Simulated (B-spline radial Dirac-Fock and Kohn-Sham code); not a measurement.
In the model described below, an L1 (2s) vacancy in copper as Cu¹⁵⁺, 1s2 2s2 2p6 3s2 3p2, lives for 4.5 fs, which corresponds to a natural width of 0.146 eV. Out of 1000 such holes, about 22 decay by emitting a photon and the rest by ordinary Auger emission. The strongest X-ray line is Lβ3 (L1-M3) at 1131.9 eV, with 63 % of the radiative rate. The strongest electron group is L1-M1M3 near 540 eV, with 44 % of the non-radiative rate.

The run's input, task.json:

```json
{"items": [{
  "Z": 29,
  "q": 15,
  "cfg": [[1, 0, 2], [2, 0, 2], [2, 1, 6], [3, 0, 2], [3, 1, 2]],
  "A": 63,
  "rrms": 3.8823,
  "do": ["binding", "quiet", "decay"],
  "holes": ["K", "L1", "L2", "L3", "M1"]
}]}
```

Run with: `python xray_run.py task.json out`

Level of theory: independent-particle rates on relativistic LDA orbitals of the hole state (multipoles up to L = 3, Coulomb Auger matrix elements, transition energies from Dirac-Fock); a radial finite-basis atomic code.

Values without a named source are computed, but for edge energies of neutral atoms, which are taken from tables.
